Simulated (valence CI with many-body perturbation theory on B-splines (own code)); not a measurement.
# Rb¹⁶⁺: E2, M1 decay

Level of theory: relativistic CI+MBPT: three valence electrons over a frozen Dirac-Fock core [Ar], radial functions for each j: 9 s, 9 p, 10 d, 8 f, 5 g, 3 h, 1 i, with the one-electron correlation potential Σ1 (screened to all orders), the two-electron term Σ2, the three-electron term Σ3, Breit, model QED; selected single and double excitations, second order for the rest (own B-spline code, finite nucleus).

No measured levels were compared; by estimate terms of the open shell hold to 2 to 4 % of their energy, and close levels can change places. Core correlation moves these levels by up to 5200 cm⁻¹, and in measured spectra 5 to 20 % of such shifts remained as error; rates that hang on mixing are uncertain with them. Only levels of the ground parity were solved; by the run's estimate the other parity begins above the list, which can be wrong where configurations are misplaced.

Lines 1 to 50 of 73 in falling wavelength, among levels below 22.708 eV, chosen from the decays that carry over 1 % of a level's rate. Wavelengths and rates use the calculated energies, so an error of 2000 cm⁻¹ moves a line at 496.1 nm by 9.9 % and its rate by three times that or more. Electric multipoles are in the length gauge, E1 and E2 with the static RPA response of the core. S is in atomic units (e²a₀⁴ for E2 and M2, e²a₀⁶ for E3), for M1 in squared Bohr magnetons. Weak lines are less certain than strong ones. Lines between different terms over intervals too small for the method are left out, as are lines whose strength nearly cancels. Intervals below about 2000 cm⁻¹, as at the head of this list, are uncertain by tens of per cent. The highest levels of a list are the least certain.

Names give the largest LS component (configuration and term), which can be under half, so a name can repeat, a term be missing and a line seem to break the LS rules; names also repeat where a configuration has a term twice. Letters in brackets count levels of one name in rising energy.

| λ vac (nm) | Upper | Lower | Type | A (s⁻¹) | S (a.u.) |
| --- | --- | --- | --- | --- | --- |
| 5075 | 3d3 4P_1/2 | 3d3 4P_3/2 | M1 | 2.64e-01 | 2.56e+00 |
| 1399 | 3d3 4F_5/2 | 3d3 4F_3/2 | M1 | 1.53e+01 | 9.30e+00 |
| 1305 | 3d3 4F_9/2 | 3d3 4F_7/2 | M1 | 1.16e+01 | 9.56e+00 |
| 1280 | 3d3 4F_7/2 | 3d3 4F_5/2 | M1 | 2.00e+01 | 1.24e+01 |
| 778.7 | 3d3 4P_5/2 | 3d3 4P_3/2 | M1 | 2.49e+01 | 2.62e+00 |
| 687.0 | 3d3 2D_5/2 [a] | 3d3 2D_3/2 [a] | M1 | 2.46e+01 | 1.78e+00 |
| 552.9 | 3d3 2P_3/2 | 3d3 2P_1/2 | M1 | 3.90e+01 | 9.78e-01 |
| 496.1 | 3d3 2D_3/2 [a] | 3d3 4P_1/2 | M1 | 2.78e+01 | 5.03e-01 |
| 486.8 | 3d3 2H_11/2 | 3d3 2G_9/2 | M1 | 3.97e+01 | 2.04e+00 |
| 456.3 | 3d3 2H_9/2 | 3d3 2G_9/2 | M1 | 7.61e+01 | 2.68e+00 |
| 451.9 | 3d3 2D_3/2 [a] | 3d3 4P_3/2 | M1 | 9.56e+01 | 1.31e+00 |
| 445.7 | 3d3 2P_3/2 | 3d3 2D_3/2 [a] | M1 | 9.84e+01 | 1.29e+00 |
| 419.4 | 3d3 2D_5/2 [a] | 3d3 4P_5/2 | M1 | 1.60e+01 | 2.62e-01 |
| 408.0 | 3d3 2P_1/2 | 3d3 4P_1/2 | M1 | 1.38e+02 | 6.96e-01 |
| 397.2 | 3d3 2H_9/2 | 3d3 2G_7/2 | M1 | 7.32e+01 | 1.70e+00 |
| 315.2 | 3d3 2P_3/2 | 3d3 4P_5/2 | M1 | 8.60e+01 | 3.99e-01 |
| 293.6 | 3d3 2F_7/2 | 3d3 2H_9/2 | M1 | 1.93e+00 | 1.45e-02 |
| 293.5 | 3d3 2F_5/2 | 3d3 2D_5/2 [a] | M1 | 3.78e+00 | 2.12e-02 |
| 282.6 | 3d3 2G_9/2 | 3d3 4F_9/2 | M1 | 1.08e+02 | 9.06e-01 |
| 272.6 | 3d3 2D_5/2 [a] | 3d3 4P_3/2 | M1 | 7.27e+00 | 3.28e-02 |
| 261.8 | 3d3 4P_3/2 | 3d3 4F_5/2 | M1 | 1.88e+01 | 5.00e-02 |
| 251.4 | 3d3 2G_7/2 | 3d3 4F_7/2 | M1 | 6.59e+01 | 3.10e-01 |
| 248.9 | 3d3 4P_1/2 | 3d3 4F_5/2 | E2 | 6.79e-02 | 1.16e-02 |
| 234.8 | 3d3 2P_3/2 | 3d3 4P_1/2 | M1 | 4.33e+00 | 8.31e-03 |
| 232.3 | 3d3 2G_9/2 | 3d3 4F_7/2 | M1 | 6.47e+01 | 3.00e-01 |
| 231.3 | 3d3 4P_5/2 | 3d3 4F_7/2 | M1 | 6.04e+00 | 1.66e-02 |
| 220.5 | 3d3 4P_3/2 | 3d3 4F_3/2 | M1 | 3.83e+01 | 6.09e-02 |
| 211.3 | 3d3 4P_1/2 | 3d3 4F_3/2 | M1 | 3.66e+00 | 2.56e-03 |
| 211.3 | 3d3 4P_1/2 | 3d3 4F_3/2 | E2 | 2.67e-01 | 2.01e-02 |
| 210.1 | 3d3 2G_7/2 | 3d3 4F_5/2 | M1 | 9.77e+01 | 2.69e-01 |
| 195.9 | 3d3 4P_5/2 | 3d3 4F_5/2 | M1 | 4.15e+00 | 6.94e-03 |
| 178.8 | 3d3 2H_11/2 | 3d3 4F_9/2 | M1 | 7.67e+00 | 1.95e-02 |
| 178.7 | 3d3 2F_7/2 | 3d3 2G_9/2 | M1 | 1.11e+01 | 1.87e-02 |
| 174.5 | 3d3 2H_9/2 | 3d3 4F_9/2 | M1 | 3.07e+01 | 6.04e-02 |
| 172.7 | 3d3 2F_5/2 | 3d3 4P_5/2 | M1 | 1.50e+01 | 1.72e-02 |
| 172.3 | 3d3 2D_5/2 [b] | 3d3 2F_5/2 | M1 | 1.69e+02 | 1.92e-01 |
| 168.8 | 3d3 2F_7/2 | 3d3 2G_7/2 | M1 | 6.37e+01 | 9.09e-02 |
| 166.6 | 3d3 2D_3/2 [b] | 3d3 2F_5/2 | M1 | 1.16e+02 | 7.98e-02 |
| 166.2 | 3d3 2D_5/2 [b] | 3d3 2F_7/2 | M1 | 1.05e+02 | 1.08e-01 |
| 165.8 | 3d3 2D_3/2 [a] | 3d3 4F_5/2 | M1 | 1.95e+02 | 1.32e-01 |
| 163.0 | 3d3 2F_5/2 | 3d3 2G_7/2 | M1 | 4.04e+01 | 3.89e-02 |
| 153.9 | 3d3 2H_9/2 | 3d3 4F_7/2 | M1 | 2.59e+01 | 3.50e-02 |
| 149.1 | 3d3 2D_5/2 [a] | 3d3 4F_7/2 | M1 | 2.34e+02 | 1.72e-01 |
| 148.2 | 3d3 2D_3/2 [a] | 3d3 4F_3/2 | M1 | 1.18e+02 | 5.69e-02 |
| 141.3 | 3d3 2F_5/2 | 3d3 4P_3/2 | M1 | 6.58e+00 | 4.13e-03 |
| 139.2 | 3d3 2P_1/2 | 3d3 4F_3/2 | M1 | 4.66e+00 | 9.32e-04 |
| 133.5 | 3d3 2D_5/2 [a] | 3d3 4F_5/2 | M1 | 3.67e+01 | 1.95e-02 |
| 121.9 | 3d3 2D_5/2 [a] | 3d3 4F_3/2 | M1 | 7.21e+00 | 2.91e-03 |
| 120.8 | 3d3 2P_3/2 | 3d3 4F_5/2 | M1 | 1.15e+02 | 3.01e-02 |
| 118.7 | 3d3 2D_5/2 [b] | 3d3 2P_3/2 | M1 | 3.21e+01 | 1.19e-02 |
